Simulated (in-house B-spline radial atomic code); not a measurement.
How numerical settings move a run on the silicon ion Si²⁺, [Ne] 3s2. Computed with an all-electron radial atomic-structure program (B-spline basis): Dirac-Kohn-Sham LDA VWN5, spherical fractional occupations, Fermi nucleus of rms radius 3.1224 fm.

Command:
```bash
python run_scf.py task.json out
```
Settings of the sound reference run:
```
Z                14
electrons        12
configuration    [Ne] 3s2
hamiltonian      dirac
method           lda,vwn
spin_polarised   False
nucleus          fermi
rms_radius       3.1224
mass_number      28
atomic_mass      27.97693
speed_of_light   137.036
knot_spacing     0.22
spline_order     8
gauss_points     12
box_radius       22.22
max_iterations   70
damping          0.5
damped_steps     3
diis_vectors     10
tolerance        1e-08
start            Thomas-Fermi
```

Time taken, with all properties: 1.2 s on 1 thread of Arm Neoverse N1 (shared host).

It converges in 8 iterations to -287.946970 hartree, with 3s1/2 at -28.6597 eV. The other runs change the listed settings, some to values that make no sense; their results aren't properties of the atom or ion. Radii are in bohr (the nuclear one in fm), a minus after a letter asks for a j subshell, and «unchanged» means within 1e-8 hartree. The run stops when the residual is below 10 × tolerance × max(1, Z/10), or a noise floor if that is larger, and the energy moves by less than 1e-8 × √|E| hartree; so very loose and very tight tolerances often act alike.

| changed settings | outcome |
| --- | --- |
| electrons = 13, configuration = [Ne] 3s2 3f1, max_iterations = 100 | stopped with error: there is no 3f shell |
| electrons = 15, configuration = [Ne] 3s2 4s3, max_iterations = 100 | stopped with error: shell 4s holds at most 2 electrons |
| box_radius = 6.67 | converged in 8 iterations, energy +1.25e-04 hartree from the reference, 3s1/2 level +6.5e-03 eV (the program warns: 3s1/2 reaches the box edge) |
| box_radius = 0.89, max_iterations = 100, damping = 0, damped_steps = 30 | converged in 10 iterations, energy +6.14e+01 hartree from the reference, 3s1/2 level +6.9e+02 eV (the program warns: 3s1/2 has a positive eigenvalue: unbound, held by the box; 2p1/2 has a positive eigenvalue: unbound, held by the box) |
| start = bare nucleus | converged in 9 iterations, energy unchanged |
| tolerance = 1e-13 | converged in 8 iterations, energy unchanged |
| box_radius = 4.44 | converged in 8 iterations, energy +2.05e-02 hartree from the reference, 3s1/2 level +6.0e-01 eV (the program warns: 3s1/2 reaches the box edge) |
| tolerance = 1e-06 | converged in 7 iterations, energy unchanged, 3s1/2 level +8.6e-05 eV |
| knot_spacing = 0.75, max_iterations = 100, diis_vectors = 1 | converged in 24 iterations, energy +4.13e-02 hartree from the reference, 3s1/2 level +1.0e-02 eV |
| method = hf, speed_of_light = 7.00254 | stopped with error: Z/c is past the critical charge |
| max_iterations = 50, damping = 0.95, tolerance = 0.001 | converged in 8 iterations, energy unchanged, 3s1/2 level -6.7e-06 eV |

(1) What happens with spline_order = 10, gauss_points = 3, max_iterations = 12, tolerance = 0.01?

(2) What happens with box_radius = 4.44, max_iterations = 75, damped_steps = 30, tolerance = 1e-10?

(3) What happens with box_radius = 1.33?

(4) What happens with box_radius = 2.22?

Results:

(1) Converged in 7 iterations, energy +8.58e-06 hartree from the reference, 3s1/2 level +9.4e-05 eV.

(2) Converged in 16 iterations, energy +2.05e-02 hartree from the reference, 3s1/2 level +6.0e-01 eV (the program warns: 3s1/2 reaches the box edge).

(3) Converged in 7 iterations, energy +1.46e+01 hartree from the reference, 3s1/2 level +2.0e+02 eV (the program warns: 3s1/2 has a positive eigenvalue: unbound, held by the box; 2s1/2 reaches the box edge).

(4) Converged in 8 iterations, energy +1.75e+00 hartree from the reference, 3s1/2 level +2.9e+01 eV (the program warns: 3s1/2 has a positive eigenvalue: unbound, held by the box; 2s1/2 reaches the box edge).
